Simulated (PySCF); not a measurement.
Does the answer move with the share of exact exchange?

Compound: C₃H₉BO₂.
InChI=1S/C3H9BO2/c1-3(2)4(5)6/h3,5-6H,1-2H3

Torsions of this conformer, `[CH3:1][CH:2]([CH3:3])[B:4]([OH:5])[OH:6]`: C1–C2–B4–O5 -66°, H–O5–B4–C2 179°, H–O6–B4–C2 -179°.

PySCF, pcSseg-1 basis, density fitting, gas phase, PBE0-D3(BJ)/def2-SVP geometry. One functional is left out:

```json
{"functional": "B97-D", "exact exchange (%)": "0", "HOMO energy (eV)": "-6.91", "LUMO energy (eV)": "-0.24", "dipole moment (D)": "2.590"}
{"functional": "BLYP", "exact exchange (%)": "0", "HOMO energy (eV)": "-6.79", "LUMO energy (eV)": "-0.42", "dipole moment (D)": "2.631"}
{"functional": "BP86", "exact exchange (%)": "0", "HOMO energy (eV)": "-6.98", "LUMO energy (eV)": "-0.24", "dipole moment (D)": "2.627"}
{"functional": "LDA", "exact exchange (%)": "0", "HOMO energy (eV)": "-6.91", "LUMO energy (eV)": "-0.51", "dipole moment (D)": "2.718"}
{"functional": "OPBE", "exact exchange (%)": "0", "HOMO energy (eV)": "-6.84", "LUMO energy (eV)": "-0.13", "dipole moment (D)": "2.570"}
{"functional": "PBE", "exact exchange (%)": "0", "HOMO energy (eV)": "-6.87", "LUMO energy (eV)": "-0.34", "dipole moment (D)": "2.627"}
{"functional": "B3LYP", "exact exchange (%)": "20", "HOMO energy (eV)": "-8.07", "LUMO energy (eV)": "0.16", "dipole moment (D)": "2.644"}
{"functional": "B97-2", "exact exchange (%)": "21", "HOMO energy (eV)": "-8.03", "LUMO energy (eV)": "0.57", "dipole moment (D)": "2.597"}
{"functional": "mPW1PW91", "exact exchange (%)": "25", "HOMO energy (eV)": "-8.32", "LUMO energy (eV)": "0.52", "dipole moment (D)": "2.618"}
{"functional": "BHandHLYP", "exact exchange (%)": "50", "HOMO energy (eV)": "-9.63", "LUMO energy (eV)": "1.24", "dipole moment (D)": "2.644"}
```

Predict the row of PBE0 (25 % exact exchange) by straight lines through the other rows, and check it.

```json
{"property": "HOMO energy (eV)", "line": "-8.28", "computed": "-8.27", "computed − line": "+0.01", "mPW1PW91 (25 %), for comparison": "-8.32"}
{"property": "LUMO energy (eV)", "line": "0.49", "computed": "0.58", "computed − line": "+0.09", "mPW1PW91 (25 %), for comparison": "0.52"}
{"property": "dipole moment (D)", "line": "2.629", "computed": "2.632", "computed − line": "+0.003", "mPW1PW91 (25 %), for comparison": "2.618"}
```

Which of these properties follows the share of exact exchange most closely, and which least?

Most closely the HOMO energy, least the dipole moment; the correlations over the tabulated rows are HOMO energy -0.998, LUMO energy 0.969, dipole moment 0.062. The HOMO energy moves by -0.555 eV for every 10 %. Functionals with the same share still differ in their other parts: at 0 % BLYP and BP86 differ by 0.19 eV in it.
